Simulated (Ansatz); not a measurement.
`C[OH+][InH3-]` → `[CH2]` (triplet) + `[OH2+][InH3-]` at 500 K and 1 bar (formal loss of a carbene).

Calculated with Ansatz (gas phase, PBE0-D4/def2-TZVP geometries, no zero-point term in ΔE). CCSD(T)/CBS adds triple-zeta CCSD(T) − MP2 to the extrapolated MP2 energy (def2 sets, frozen cores). This one scheme is used for every species. Triplets are unrestricted, without spin–orbit coupling. def2 core potentials past Kr. For In outer-core shells are correlated without core-valence functions, which leaves a few kJ/mol of doubt a bond.

```tsv
species	CCSD(T)/CBS energy (Eh)	H − E (kJ/mol)	S (J/(mol·K))
`C[OH+][InH3-]`	-307.20972	231.8	415.1
`[CH2]` (triplet)	-39.09499	62.7	213.9
`[OH2+][InH3-]`	-267.96760	147.8	364.5
```

H − E and S are ideal-gas, rigid-rotor, harmonic terms from PBE0-D4/def2-TZVP, for one conformer and one mirror image of each species, with the whole ground term of open shells counted as degenerate. 1 Eh = 2625.50 kJ/mol, R = 8.31446 J/(mol·K).

Problem. By hand: ΔE, ΔH, ΔS and ΔG.

Solution. ΔE = (-39.09499) + (-267.96760) − (-307.20972) = 0.14713 Eh = 386.3 kJ/mol. Δ(H − E) = 62.7 + 147.8 − 231.8 = -21.3, so ΔH = 365.0 kJ/mol. ΔS = 213.9 + 364.5 − 415.1 = 163.3 J/(mol·K). ΔG = 365.0 − 500 × (163.3)/1000 = 283.4 kJ/mol.

Problem. By hand: the equilibrium constant, and the temperature at which ΔG would vanish if ΔH and ΔS stayed fixed.

Solution. log₁₀ K = −ΔG/(RT ln 10) = -29.6. ΔG = 0 at ΔH/ΔS = 2235 K.

The number of gas molecules changes by +1, which sets the sign of ΔS. A doubt of 5 kJ/mol in ΔE shifts log₁₀ K by 0.5 here. Other conformers and mirror images would add mixing entropy, several J/(mol·K) or more a flexible species. Modes under 60 cm⁻¹, often nearly free rotors, make the harmonic entropy too high. A triplet takes part, so the spin changes. These are equilibria of isolated gas molecules and say nothing of rates. Largest T1 diagnostic: 0.013 (customary marks: 0.02 for closed shells, 0.045 for open ones).
